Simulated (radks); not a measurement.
Task: All-electron atom: Nd V in [Xe] 4f2. All-electron calculation, Dirac Kohn-Sham, Slater X-alpha with alpha = 1.017, spin-unpolarised, spherical densities, finite nucleus; open shells fill j = l - 1/2 first; Fermi nuclear charge, rms radius 4.9123 fm. Program: a radial shooting solver on a logarithmic mesh with Libxc functionals. Some entries of the table are withheld. Estimate them.

orbital  occ.  eigenvalue (Ry)  r(max) (bohr)
1s1/2       2        -3209.522        0.01508
2s1/2       2        -525.8858            (1)
2p1/2       2              (2)            (3)
2p3/2       4              (4)            (5)
3s1/2       2        -118.5327         0.2427
3p1/2       2        -106.8462         0.2292
3p3/2       4        -99.04192         0.2409
3d3/2       4              (6)         0.1923
3d5/2       6              (7)         0.1956
4s1/2       2        -27.25901            (8)
4p1/2       2        -22.76862         0.5656
4p3/2       4        -21.03265         0.5901
4d3/2       4              (9)         0.6016
4d5/2       6             (10)         0.6094
5s1/2       2         -6.61281          1.258
5p1/2       2         -5.25811          1.350
5p3/2       4         -4.95358          1.409
4f5/2       2         -4.47694         0.6117
4f7/2       0         -4.43298         0.6156

Result: 
(1) 2s1/2 r(max) (bohr): 0.08540
(2) 2p1/2 eigenvalue (Ry): -499.0062
(3) 2p1/2 r(max) (bohr): 0.06479
(4) 2p3/2 eigenvalue (Ry): -460.2270
(5) 2p3/2 r(max) (bohr): 0.07023
(6) 3d3/2 eigenvalue (Ry): -78.46350
(7) 3d5/2 eigenvalue (Ry): -76.75970
(8) 4s1/2 r(max) (bohr): 0.5598
(9) 4d3/2 eigenvalue (Ry): -13.55186
(10) 4d5/2 eigenvalue (Ry): -13.23487
